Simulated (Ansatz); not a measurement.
Consider the redistribution: `NB(N)CO` + `CB(O)O` → `NB(N)O` + `CB(O)CO`.

Program: Ansatz. Geometries: PBE0-D4/def2-TZVP. ΔE: electronic, gas phase. CCSD(T)/CBS is the MP2 limit (def2-TZVPP, def2-QZVPP) plus CCSD(T) − MP2 in def2-TZVPP, frozen cores. This one scheme is used for every species. DFT in def2-TZVPP. Each species was taken in one conformer, which may not be the lowest.

`NB(N)CO`:

Cartesian coordinates in Å:
```
N 0.317 -0.230 -1.457
B 0.169 -0.374 -0.063
N 0.784 -1.416 0.668
C -0.728 0.698 0.695
O -0.995 1.879 -0.062
H 0.825 -0.860 -2.052
H -0.224 0.459 -1.948
H 1.308 -2.164 0.252
H 0.711 -1.487 1.666
H -1.710 0.259 0.905
H -0.307 0.959 1.678
H -0.150 2.277 -0.283
```

`CB(O)O`:

Z-matrix (Å, degrees):
```
C
B 1 1.566
H 1 1.091 2 111.9
H 1 1.096 2 109.3 3 118.3
H 1 1.091 2 112.0 3 -123.3
O 2 1.370 1 118.5 3 -29.5
O 2 1.370 1 118.5 3 151.5
H 6 0.960 2 115.6 1 -178.2
H 7 0.960 2 115.6 1 178.2
```

`NB(N)O`:

```xyz
9

N     0.935    0.790   -0.268
B    -0.100   -0.065    0.203
N    -0.880   -0.848   -0.681
O    -0.400   -0.177    1.549
H     1.503    1.358    0.332
H     1.167    0.885   -1.239
H    -1.606   -1.448   -0.336
H    -0.768   -0.860   -1.676
H     0.149    0.366    2.113
```

`CB(O)CO`:

Cartesian coordinates in Å:
```
C -0.771 -0.773 0.875
B 0.401 0.149 0.382
O 1.343 0.653 1.225
C 0.560 0.571 -1.131
O -0.361 -0.007 -2.047
H -1.737 -0.272 0.732
H -0.709 -1.059 1.928
H -0.818 -1.684 0.270
H 1.223 0.382 2.138
H 0.558 1.671 -1.209
H 1.558 0.270 -1.470
H -1.246 0.097 -1.693
```

```json
{"level": "PBE-D4", "ΔE (kcal/mol)": "6.8"}
{"level": "HF/def2-QZVPP", "ΔE (kcal/mol)": "4.7"}
```

What does CCSD(T)/CBS give? (Estimate.)

Ansatz gave: +6.1 kcal/mol. The listed levels differ from it by 0.7, -1.4 kcal/mol.

Largest T1 diagnostic among the species: 0.012.

In def2-TZVPP, CCSD(T) changes the Hartree–Fock value by +1.6 kcal/mol (the triples alone add +0.3 kcal/mol) and MP2 by +1.7 kcal/mol.
